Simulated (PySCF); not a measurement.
## Unknown compound

An unknown has the formula C₅H₆O₂Si. Its calculated NMR data are:

1H NMR (300 MHz, computed): δ 9.15 (s, 1H), 4.61 (q, 2H), 0.52 (t, 3H).

13C{1H} NMR (computed): δ 195.2 (CH), 180.0 (C), 118.3 (C), 107.5 (C), -5.0 (CH3).

Theory: PBE0/pcSseg-1 with gauge-including orbitals, GFN2-xTB geometry, in PySCF (relativity neglected, one conformer, no solvent, averaged over atoms made equivalent by symmetry, fast rotation or ring inversion).

Referencing at the same level of theory: 1H (σref 31.72) and 13C (σref 186.93) against TMS.

Which of these isomers gave the spectra?
A. C[SiH2]C#CC(=O)C=O
B. O=COC1=C[SiH2]C=C1
C. C[SiH]1C(=O)C=CC1=O
D. O=C1C=CC(=O)C1[SiH3]

Answers

A. 

Rings plus π bonds: 4 (no ring in the answer). 5 carbon signals for 5 carbons: no two carbons are equivalent. Carbon types of the structure: 3 × C, 1 × CH, 1 × CH3, leaving 2 H on heteroatoms. δC 195.2: aldehyde carbonyl carbon; the double bond to the heteroatom, with no lone-pair donor beside it, deshields it most. δC 180.0: carbonyl carbon of an ynone. δC 118.3, 107.5: alkyne carbon. δH 9.15: hydrogen on an aldehyde carbonyl carbon; the formyl region, downfield of aromatic protons. δH 0.52: hydrogen on a methyl carbon bonded to Si; an electropositive neighbour shields it, as in TMS itself.

The others: O=C1C=CC(=O)C1[SiH3] would give 3 carbon signals, not 5; C[SiH]1C(=O)C=CC1=O would give 3 carbon signals, not 5; O=COC1=C[SiH2]C=C1 would give 5 signals for carbon-bound and other non-exchanging H, not 3.

Shifts are as computed. Against solution values, carbons near 30 ppm lie about +3 ppm off and those near 130 ppm about +5 ppm. Of 1211 compounds with measured shifts, 218 miss one by over three times the rms of a fit or turn the order of signals round; such compounds aren't used in these exercises. Multiplicities follow the n + 1 count of equivalent neighbours, as no J values were calculated; m marks all less simple cases, F and P coupling included.
